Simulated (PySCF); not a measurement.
Br, SMILES `[Br]` (charge 0, multiplicity 2)

All values below come from TPSSh-D3(BJ)/def2-TZVP (PySCF).

```json
{
 "highest_occupied_spin_orbital": "-8.08 eV",
 "dipole_moment": "0.000 e·Å",
 "total_energy": "-2574.0232 Ha",
 "cost": "around 5 core-seconds (rough)"
}
```

```xyz
1

Br     0.0000     0.0000     0.0000
```
Charge 0, spin multiplicity 2.
